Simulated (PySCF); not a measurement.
A structure optimised at B3LYP-D3(BJ)/def2-TZVP, used in a PySCF frequency run:

```
C
H 1 1.0885
H 1 1.0900 2 109.57
H 1 1.0919 2 108.66 3 117.64
In 1 2.1741 2 111.36 4 120.04
H 5 1.7371 1 120.84 2 -15.97
H 5 1.7378 6 119.28 1 179.47
```
Charge 0, spin multiplicity 1.

Task: Write its SMILES and formula.

Result: [CH3][InH2], CH5In

Task: What are its rotational constants (standard atomic weights)?

Result: 65.681, 7.0409, 6.6200 GHz
